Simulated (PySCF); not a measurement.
# Polarisability and C₆ of F²⁺ (fluorine, charge +2)

[He] 2s1 2p3 3s1, high-spin 6S determinant (an excited configuration). All numbers are calculated (PySCF 2.14, no relativity, point nucleus, in aug-cc-pVTZ with one added diffuse shell each of s, p, d, f type (6s5p4d3f, 62 functions)). Coupled (time-dependent) response in atomic units; α is the mean over directions.

```json
{"method": "UHF", "mean α (bohr³)": "37.48", "C₆ (like pair)": "159.9", "S(−4)": "1729"}
{"method": "PBE", "mean α (bohr³)": "31.59", "C₆ (like pair)": "123.0", "S(−4)": "1264"}
{"method": "PBE0", "mean α (bohr³)": "33.42", "C₆ (like pair)": "134.0", "S(−4)": "1405"}
{"method": "HSE06", "mean α (bohr³)": "32.59", "C₆ (like pair)": "129.1", "S(−4)": "1337"}
{"method": "M06", "mean α (bohr³)": "33.74", "C₆ (like pair)": "130.1", "S(−4)": "1557"}
```

S(−4) is the Cauchy moment in α(ω) = α(0) + S(−4) ω² + …

α(iu) at HSE06:

```tsv
u (hartree)	α(iu) (bohr³)
0	32.59
0.0500	29.57
0.100	23.20
0.200	12.72
0.300	7.515
0.500	3.557
0.750	1.965
1.00	1.316
1.50	0.7732
2.00	0.5368
3.00	0.3155
5.00	0.1494
```

A single London oscillator, α(iu) = α/(1 + u²/ω²), gives C₆ = (3/4) ω α². Matching the computed C₆ needs ω = 4 × 129.1 / (3 × 32.59²) = 0.162 hartree.

For an ion, C₆ is the dispersion term alone; charge-induced terms of lower order in 1/R come first.

The outer electron is Rydberg-like, and this basis confines it to a smaller radius and binds it less than a complete one would.
